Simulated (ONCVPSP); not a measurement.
**Transferability test, ONCV potential for Sn (Z = 50)**

ONCVPSP 4.0.1 input, shortened (lines: element, Z, core and valence counts, functional; n l f; lmax; l rc ep ncon nbas qcut; lloc lpopt rc5 dvloc0; l nproj debl; icmod fcfact rcfact), PW91, scalar-relativistic:

```
  Sn 50.00    6    5  -109134      upf
    1    0    2.00
    2    0    2.00
    2    1    6.00
    3    0    2.00
    3    1    6.00
    3    2   10.00
    4    0    2.00
    4    1    6.00
    4    2   10.00
    5    0    2.00
    5    1    2.00
    2
    0    1.55    0.00    3    6    6.40
    1    1.35    0.00    4    7   10.70
    2    1.45    0.00    4    9   11.70
    4    5    1.00    2.00
    0    2    1.40
    1    2    0.60
    2    1    2.80
    0    0.00    0.00
```

Energies are relative to the spin-unpolarised reference configuration 4s2 4p6 4d10 5s2 5p2; without spin polarisation the order of configurations can differ from experiment.

Problem. Give the all-electron excitation energy and the error of the potential for: 4s2 4p6 4d10 5s2 5p1; 4s2 4p6 4d10 5s2 5p0; 4s2 4p6 4d10 5s1 5p0; 4s2 4p5 4d10 5s2 5p2.

Solution.

| valence configuration | charge | ΔE all-electron (eV) | error AE − PS (meV) |
| --- | --- | --- | --- |
| 4s2 4p6 4d10 5s2 5p1 | +1 | 6.932 | -1.3 |
| 4s2 4p6 4d10 5s2 5p0 | +2 | 20.963 | -3.9 |
| 4s2 4p6 4d10 5s1 5p0 | +3 | 52.037 | -12 |
| 4s2 4p5 4d10 5s2 5p2 | +1 | 97.562 | -87 |
